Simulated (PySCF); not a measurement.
(1-methylcyclobutyl)silane (C5H12Si), SMILES CC1([SiH3])CCC1. The structure is a stationary point at B3LYP-D3(BJ)/def2-SVP.

Method: B3LYP-D3(BJ)/def2-SVP in PySCF.

Harmonic wavenumbers (cm⁻¹): 128, 155, 199, 221, 243, 331, 336, 531, 637, 648, 668, 796, 800, 882, 907, 931, 953, 954, 957, 979, 1000, 1057, 1138, 1158, 1190, 1211, 1251, 1259, 1277, 1290, 1393, 1457, 1457, 1466, 1469, 1489, 2209, 2211, 2213, 3005, 3031, 3035, 3062, 3080, 3083, 3085, 3095, 3120. Rotational constants (GHz): 3.658, 2.394, 1.949; symmetry number 1.

Task: Work out the zero-point energy and the ideal-gas rigid-rotor harmonic-oscillator thermochemistry at 298.15 K and 1 atm.

Result: ZPE = ½ Σ hcν = ½ × 67046 cm⁻¹ = 95.85 kcal/mol. H − E(el) = 101.35 kcal/mol. Entropy in cal/(mol K): translation 39.73, rotation 27.33, vibration 17.49, total 84.55. G − E(el) = 76.14 kcal/mol. Cp = 31.64 cal/(mol K). Modes under 150 cm⁻¹ make the vibrational entropy uncertain.
